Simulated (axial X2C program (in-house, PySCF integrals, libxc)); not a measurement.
Which molecule has these constants?

Computed with an in-house all-electron X2C program for linear molecules (integrals from PySCF), spin-free (one-electron X2C) or two-component (2c: spin–orbit coupling with atomic mean-field Coulomb and Gaunt terms, which also bring small scalar terms), in Dyall basis sets with cores contracted in-house; open shells are unrestricted.

A two-component PBE0 calculation in a Dyall 3-zeta basis gave Re = 2.916 Å, ωe = 232.2 cm⁻¹, dipole magnitude 4.27 D, Ω = 2.

Which molecule is it?
A. SrSn
B. SrGe
C. SrSi

C. The others have SrSn 3.156 Å and 135.0 cm⁻¹ (Ω = 1); SrGe 2.963 Å and 163.7 cm⁻¹ (Ω = 1).

Each entry is the lowest single determinant of a limited PBE0 search at one distance. De goes to single-determinant-based atoms at the same level (for ions the charge split of lowest energy) and is withheld (n/a) where an atom does not fit its ground term or J level. Main or longest-lived isotopes. One determinant is a doubtful description, or other states lie close, for SrSi, SrSn, SrGe; these need not be ground states, and all values refer to the states named. Some open-shell Ω = 0 determinants are out of reach, so the Ω given for SrSi, SrSn, SrGe need not be the lowest component. With several unpaired electrons the Ω given is that of one determinant, not necessarily of the lowest component. The functionals have no current term, which raises determinants with orbital currents.
